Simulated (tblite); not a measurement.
Record of a relaxation.

Species: C4H7BSi.
Atom-mapped SMILES: `[BH2:1][C:2]1=[CH:3][SiH2:4][CH:5]=[CH:6]1` (hydrogens: H7, H8 on B1; H9 on C3; H10, H11 on Si4; H12 on C5; H13 on C6)

Computed with GFN2-xTB (tblite), gas phase: L-BFGS steps from a force-field or distance-geometry start until the largest atomic force falls under 0.01 eV/Å. 10 of its 32 geometries are shown.

Step 0: E = -408.2964 eV, largest atomic force 2.516 eV/Å
```
atom  x, y, z in Å  |  force x, y, z in eV/Å
B1      2.339    0.135    0.065   -0.432   0.358  -0.034
C2      0.765    0.042    0.011    2.308   0.988   0.160
C3      0.133   -1.128   -0.019   -0.079  -1.335  -0.090
Si4    -1.679   -0.836   -0.076   -1.695  -1.626   0.187
C5     -1.400    0.957   -0.012   -0.964   1.463  -0.070
C6     -0.104    1.224    0.020    0.380   0.239   0.049
H7      2.856    1.199    0.100   -0.077  -0.278  -0.002
H8      3.000   -0.836    0.068   -0.140   0.099   0.000
H9      0.609   -2.098   -0.029    0.230   0.257   0.018
H10    -2.348   -1.333    1.154    0.070   0.043  -0.334
H11    -2.277   -1.279   -1.341   -0.040  -0.037   0.103
H12    -2.174    1.714   -0.023    0.203   0.081   0.042
H13     0.276    2.239    0.065    0.239  -0.254  -0.029
```

Step 3: E = -408.4413 eV, largest atomic force 0.281 eV/Å
```
atom  x, y, z in Å  |  force x, y, z in eV/Å
B1      2.339    0.146    0.065    0.016   0.032  -0.005
C2      0.802    0.048    0.016    0.038   0.148   0.046
C3      0.137   -1.133   -0.022   -0.073  -0.216  -0.029
Si4    -1.720   -0.869   -0.070    0.018   0.033  -0.030
C5     -1.413    0.974   -0.016   -0.072   0.065  -0.036
C6     -0.100    1.223    0.021   -0.104  -0.090   0.017
H7      2.856    1.192    0.100    0.092   0.076   0.004
H8      2.992   -0.829    0.068   -0.057   0.047  -0.003
H9      0.626   -2.096   -0.029    0.172   0.191   0.006
H10    -2.352   -1.337    1.150   -0.196  -0.173   0.102
H11    -2.284   -1.285   -1.343   -0.164  -0.146  -0.074
H12    -2.177    1.734   -0.021    0.131   0.178   0.022
H13     0.290    2.232    0.064    0.199  -0.145  -0.020
```

Step 7: E = -408.4726 eV, largest atomic force 0.198 eV/Å
```
atom  x, y, z in Å  |  force x, y, z in eV/Å
B1      2.339    0.160    0.065   -0.062   0.012   0.022
C2      0.798    0.049    0.023   -0.043  -0.025  -0.025
C3      0.135   -1.136   -0.026   -0.029   0.026   0.028
Si4    -1.735   -0.874   -0.070   -0.006   0.013   0.011
C5     -1.425    0.982   -0.022    0.093  -0.039   0.034
C6     -0.107    1.213    0.025    0.006  -0.002  -0.013
H7      2.872    1.203    0.101   -0.023  -0.014  -0.007
H8      2.981   -0.820    0.067   -0.005   0.036  -0.006
H9      0.668   -2.073   -0.028    0.016  -0.007  -0.011
H10    -2.386   -1.368    1.154    0.011  -0.007  -0.198
H11    -2.316   -1.314   -1.348   -0.017  -0.025   0.174
H12    -2.155    1.776   -0.018    0.058   0.004  -0.014
H13     0.328    2.202    0.060    0.001   0.027   0.005
```

Step 10: E = -408.4781 eV, largest atomic force 0.079 eV/Å
```
atom  x, y, z in Å  |  force x, y, z in eV/Å
B1      2.331    0.164    0.067    0.072  -0.015  -0.006
C2      0.792    0.048    0.022    0.074  -0.009   0.007
C3      0.132   -1.137   -0.023    0.054   0.013  -0.001
Si4    -1.734   -0.871   -0.070    0.026   0.026   0.005
C5     -1.421    0.982   -0.019    0.005   0.006   0.003
C6     -0.105    1.213    0.024    0.050   0.002   0.001
H7      2.872    1.204    0.100   -0.073  -0.030   0.000
H8      2.978   -0.815    0.066   -0.026   0.041   0.002
H9      0.676   -2.067   -0.029   -0.032  -0.037  -0.002
H10    -2.393   -1.377    1.133   -0.055  -0.044  -0.009
H11    -2.325   -1.323   -1.329   -0.055  -0.042   0.003
H12    -2.142    1.782   -0.018   -0.037   0.031  -0.004
H13     0.335    2.199    0.060   -0.003   0.057   0.001
```

Step 14: E = -408.4809 eV, largest atomic force 0.075 eV/Å
```
atom  x, y, z in Å  |  force x, y, z in eV/Å
B1      2.335    0.164    0.067    0.003   0.003  -0.006
C2      0.799    0.048    0.022   -0.021   0.009   0.003
C3      0.137   -1.136   -0.023   -0.022   0.004  -0.009
Si4    -1.731   -0.868   -0.070   -0.021  -0.020   0.002
C5     -1.415    0.987   -0.017    0.009   0.000  -0.010
C6     -0.098    1.215    0.024   -0.012   0.018   0.007
H7      2.862    1.206    0.100    0.017   0.060   0.004
H8      2.978   -0.811    0.066    0.058  -0.047   0.002
H9      0.674   -2.071   -0.030   -0.021  -0.004   0.003
H10    -2.407   -1.389    1.119   -0.009  -0.005  -0.006
H11    -2.339   -1.336   -1.316   -0.005   0.000   0.009
H12    -2.138    1.787   -0.019    0.015  -0.018   0.002
H13     0.338    2.204    0.060    0.010   0.001  -0.002
```

Step 17: E = -408.4814 eV, largest atomic force 0.033 eV/Å
```
atom  x, y, z in Å  |  force x, y, z in eV/Å
B1      2.337    0.164    0.067    0.015   0.001   0.002
C2      0.799    0.048    0.023    0.011  -0.011  -0.002
C3      0.137   -1.136   -0.023   -0.011   0.008   0.000
Si4    -1.732   -0.868   -0.070   -0.012   0.004   0.002
C5     -1.414    0.987   -0.018   -0.003  -0.017  -0.002
C6     -0.097    1.217    0.025    0.006  -0.014  -0.001
H7      2.861    1.210    0.100    0.000  -0.012   0.000
H8      2.983   -0.813    0.066    0.011   0.031   0.000
H9      0.671   -2.072   -0.030   -0.016   0.011   0.000
H10    -2.411   -1.392    1.117   -0.002   0.002  -0.002
H11    -2.343   -1.338   -1.314   -0.003   0.003   0.001
H12    -2.136    1.787   -0.019    0.000  -0.002   0.000
H13     0.339    2.206    0.059    0.005  -0.005   0.001
```

Step 21: E = -408.4816 eV, largest atomic force 0.018 eV/Å
```
atom  x, y, z in Å  |  force x, y, z in eV/Å
B1      2.339    0.165    0.067   -0.016   0.004   0.000
C2      0.801    0.047    0.023   -0.008   0.001  -0.001
C3      0.135   -1.134   -0.024    0.006  -0.011   0.003
Si4    -1.734   -0.868   -0.069    0.006   0.000  -0.002
C5     -1.413    0.986   -0.018    0.004   0.013   0.004
C6     -0.096    1.216    0.025   -0.001   0.002  -0.003
H7      2.861    1.212    0.100    0.002   0.005   0.000
H8      2.989   -0.809    0.066    0.013   0.005   0.000
H9      0.666   -2.072   -0.030    0.001  -0.018  -0.001
H10    -2.414   -1.393    1.116   -0.003   0.002   0.005
H11    -2.345   -1.339   -1.313   -0.004   0.003  -0.005
H12    -2.135    1.786   -0.019    0.002   0.002  -0.001
H13     0.341    2.205    0.060   -0.001  -0.007   0.001
```

Step 24: E = -408.4817 eV, largest atomic force 0.013 eV/Å
```
atom  x, y, z in Å  |  force x, y, z in eV/Å
B1      2.339    0.165    0.067    0.011   0.001  -0.001
C2      0.801    0.046    0.022   -0.001  -0.011   0.000
C3      0.134   -1.135   -0.023   -0.003  -0.007  -0.001
Si4    -1.734   -0.868   -0.069   -0.003  -0.004   0.001
C5     -1.412    0.986   -0.018   -0.008  -0.010  -0.001
C6     -0.095    1.215    0.024   -0.003  -0.002   0.002
H7      2.861    1.212    0.101   -0.008   0.007   0.000
H8      2.993   -0.806    0.067   -0.002   0.003   0.000
H9      0.665   -2.074   -0.030    0.004  -0.007   0.001
H10    -2.415   -1.393    1.116    0.004   0.007  -0.006
H11    -2.347   -1.338   -1.313    0.002   0.007   0.005
H12    -2.135    1.786   -0.020   -0.001   0.009   0.000
H13     0.341    2.204    0.060    0.008   0.007  -0.001
```

Step 28: E = -408.4817 eV, largest atomic force 0.015 eV/Å
```
atom  x, y, z in Å  |  force x, y, z in eV/Å
B1      2.339    0.166    0.067   -0.008   0.000  -0.001
C2      0.801    0.044    0.022    0.002   0.005   0.001
C3      0.134   -1.138   -0.023    0.003   0.003  -0.001
Si4    -1.735   -0.868   -0.069    0.004   0.003  -0.001
C5     -1.412    0.986   -0.018    0.008   0.006  -0.001
C6     -0.095    1.214    0.024    0.004  -0.004   0.001
H7      2.859    1.214    0.101   -0.011   0.005   0.000
H8      2.996   -0.803    0.067   -0.001  -0.004   0.000
H9      0.664   -2.077   -0.030    0.000   0.004   0.001
H10    -2.416   -1.392    1.115   -0.002   0.001   0.005
H11    -2.348   -1.337   -1.313   -0.001   0.002  -0.004
H12    -2.134    1.787   -0.020    0.006  -0.006   0.001
H13     0.343    2.202    0.059   -0.004  -0.014  -0.001
```

Step 31: E = -408.4818 eV, largest atomic force 0.007 eV/Å
```
atom  x, y, z in Å  |  force x, y, z in eV/Å
B1      2.339    0.167    0.067   -0.006  -0.001   0.002
C2      0.801    0.043    0.022   -0.004   0.003   0.000
C3      0.134   -1.139   -0.023   -0.001   0.001   0.002
Si4    -1.734   -0.868   -0.069   -0.003  -0.003   0.000
C5     -1.412    0.986   -0.018    0.005  -0.001   0.002
C6     -0.095    1.212    0.025    0.002   0.005  -0.004
H7      2.855    1.217    0.101   -0.004  -0.001  -0.001
H8      2.997   -0.801    0.067    0.001   0.000  -0.001
H9      0.663   -2.078   -0.030    0.002   0.000  -0.001
H10    -2.416   -1.390    1.116   -0.001  -0.001   0.004
H11    -2.348   -1.335   -1.313   -0.001  -0.001  -0.005
H12    -2.132    1.788   -0.019    0.004  -0.005   0.000
H13     0.344    2.200    0.059    0.004   0.003   0.001
```

Problem. Summarise the path.

Solution. The energy falls by 17.89 kJ/mol from step 0 to step 31; nine tenths of that is first reached at step 6. It falls at every step. The largest force goes from 2.516 to 0.007 eV/Å. Among the bonds Si4–C5 changes most, from 1.816 to 1.882 Å; the atoms move by 0.058 Å rms after alignment.

Problem. Follow the three bonds and two angles with the largest change from start to end.

Solution. 
```json
{"step": "0", "E above end (kJ/mol)": "17.89", "largest force (eV/Å)": "2.516", "Si4–C5 (Å)": "1.816", "C3–Si4 (Å)": "1.837", "B1–C2 (Å)": "1.578", "C2–C6–H13 (°)": "123.1", "C2–C3–H9 (°)": "125.5"}
{"step": "1", "E above end (kJ/mol)": "7.59", "largest force (eV/Å)": "1.171", "Si4–C5 (Å)": "1.861", "C3–Si4 (Å)": "1.859", "B1–C2 (Å)": "1.538", "C2–C6–H13 (°)": "121.9", "C2–C3–H9 (°)": "124.1"}
{"step": "3", "E above end (kJ/mol)": "3.90", "largest force (eV/Å)": "0.281", "Si4–C5 (Å)": "1.869", "C3–Si4 (Å)": "1.876", "B1–C2 (Å)": "1.541", "C2–C6–H13 (°)": "121.4", "C2–C3–H9 (°)": "123.7"}
{"step": "4", "E above end (kJ/mol)": "2.81", "largest force (eV/Å)": "0.316", "Si4–C5 (Å)": "1.872", "C3–Si4 (Å)": "1.884", "B1–C2 (Å)": "1.543", "C2–C6–H13 (°)": "120.4", "C2–C3–H9 (°)": "123.0"}
{"step": "5", "E above end (kJ/mol)": "1.89", "largest force (eV/Å)": "0.275", "Si4–C5 (Å)": "1.877", "C3–Si4 (Å)": "1.889", "B1–C2 (Å)": "1.545", "C2–C6–H13 (°)": "119.6", "C2–C3–H9 (°)": "122.3"}
{"step": "7", "E above end (kJ/mol)": "0.89", "largest force (eV/Å)": "0.198", "Si4–C5 (Å)": "1.883", "C3–Si4 (Å)": "1.889", "B1–C2 (Å)": "1.546", "C2–C6–H13 (°)": "118.3", "C2–C3–H9 (°)": "121.2"}
{"step": "8", "E above end (kJ/mol)": "0.69", "largest force (eV/Å)": "0.162", "Si4–C5 (Å)": "1.883", "C3–Si4 (Å)": "1.887", "B1–C2 (Å)": "1.545", "C2–C6–H13 (°)": "118.2", "C2–C3–H9 (°)": "120.9"}
{"step": "9", "E above end (kJ/mol)": "0.49", "largest force (eV/Å)": "0.102", "Si4–C5 (Å)": "1.882", "C3–Si4 (Å)": "1.886", "B1–C2 (Å)": "1.545", "C2–C6–H13 (°)": "118.3", "C2–C3–H9 (°)": "120.7"}
{"step": "11", "E above end (kJ/mol)": "0.27", "largest force (eV/Å)": "0.085", "Si4–C5 (Å)": "1.880", "C3–Si4 (Å)": "1.886", "B1–C2 (Å)": "1.543", "C2–C6–H13 (°)": "118.4", "C2–C3–H9 (°)": "120.5"}
{"step": "12", "E above end (kJ/mol)": "0.20", "largest force (eV/Å)": "0.075", "Si4–C5 (Å)": "1.880", "C3–Si4 (Å)": "1.887", "B1–C2 (Å)": "1.542", "C2–C6–H13 (°)": "118.5", "C2–C3–H9 (°)": "120.6"}
{"step": "13", "E above end (kJ/mol)": "0.13", "largest force (eV/Å)": "0.096", "Si4–C5 (Å)": "1.881", "C3–Si4 (Å)": "1.887", "B1–C2 (Å)": "1.541", "C2–C6–H13 (°)": "118.6", "C2–C3–H9 (°)": "120.8"}
{"step": "15", "E above end (kJ/mol)": "0.06", "largest force (eV/Å)": "0.039", "Si4–C5 (Å)": "1.883", "C3–Si4 (Å)": "1.888", "B1–C2 (Å)": "1.541", "C2–C6–H13 (°)": "118.7", "C2–C3–H9 (°)": "121.0"}
{"step": "16", "E above end (kJ/mol)": "0.05", "largest force (eV/Å)": "0.030", "Si4–C5 (Å)": "1.883", "C3–Si4 (Å)": "1.888", "B1–C2 (Å)": "1.542", "C2–C6–H13 (°)": "118.7", "C2–C3–H9 (°)": "121.1"}
{"step": "18", "E above end (kJ/mol)": "0.04", "largest force (eV/Å)": "0.033", "Si4–C5 (Å)": "1.883", "C3–Si4 (Å)": "1.888", "B1–C2 (Å)": "1.543", "C2–C6–H13 (°)": "118.7", "C2–C3–H9 (°)": "121.0"}
{"step": "19", "E above end (kJ/mol)": "0.03", "largest force (eV/Å)": "0.027", "Si4–C5 (Å)": "1.883", "C3–Si4 (Å)": "1.888", "B1–C2 (Å)": "1.543", "C2–C6–H13 (°)": "118.7", "C2–C3–H9 (°)": "121.0"}
{"step": "20", "E above end (kJ/mol)": "0.02", "largest force (eV/Å)": "0.020", "Si4–C5 (Å)": "1.882", "C3–Si4 (Å)": "1.888", "B1–C2 (Å)": "1.543", "C2–C6–H13 (°)": "118.7", "C2–C3–H9 (°)": "121.0"}
{"step": "22", "E above end (kJ/mol)": "0.02", "largest force (eV/Å)": "0.019", "Si4–C5 (Å)": "1.882", "C3–Si4 (Å)": "1.888", "B1–C2 (Å)": "1.543", "C2–C6–H13 (°)": "118.7", "C2–C3–H9 (°)": "121.0"}
{"step": "23", "E above end (kJ/mol)": "0.01", "largest force (eV/Å)": "0.016", "Si4–C5 (Å)": "1.882", "C3–Si4 (Å)": "1.888", "B1–C2 (Å)": "1.543", "C2–C6–H13 (°)": "118.7", "C2–C3–H9 (°)": "121.1"}
{"step": "24", "E above end (kJ/mol)": "0.01", "largest force (eV/Å)": "0.013", "Si4–C5 (Å)": "1.883", "C3–Si4 (Å)": "1.888", "B1–C2 (Å)": "1.543", "C2–C6–H13 (°)": "118.7", "C2–C3–H9 (°)": "121.1"}
{"step": "26", "E above end (kJ/mol)": "0.01", "largest force (eV/Å)": "0.015", "Si4–C5 (Å)": "1.883", "C3–Si4 (Å)": "1.889", "B1–C2 (Å)": "1.543", "C2–C6–H13 (°)": "118.6", "C2–C3–H9 (°)": "121.1"}
{"step": "27", "E above end (kJ/mol)": "0.01", "largest force (eV/Å)": "0.014", "Si4–C5 (Å)": "1.883", "C3–Si4 (Å)": "1.888", "B1–C2 (Å)": "1.544", "C2–C6–H13 (°)": "118.6", "C2–C3–H9 (°)": "121.1"}
{"step": "28", "E above end (kJ/mol)": "0.00", "largest force (eV/Å)": "0.015", "Si4–C5 (Å)": "1.882", "C3–Si4 (Å)": "1.889", "B1–C2 (Å)": "1.544", "C2–C6–H13 (°)": "118.6", "C2–C3–H9 (°)": "121.1"}
{"step": "30", "E above end (kJ/mol)": "0.00", "largest force (eV/Å)": "0.013", "Si4–C5 (Å)": "1.882", "C3–Si4 (Å)": "1.889", "B1–C2 (Å)": "1.544", "C2–C6–H13 (°)": "118.6", "C2–C3–H9 (°)": "121.1"}
{"step": "31", "E above end (kJ/mol)": "0.00", "largest force (eV/Å)": "0.007", "Si4–C5 (Å)": "1.882", "C3–Si4 (Å)": "1.889", "B1–C2 (Å)": "1.543", "C2–C6–H13 (°)": "118.6", "C2–C3–H9 (°)": "121.1"}
```

The cost below is that of the whole relaxation. The run took 0.52 s wall on one thread, AMD EPYC (x86_64), no GPU (shared host).
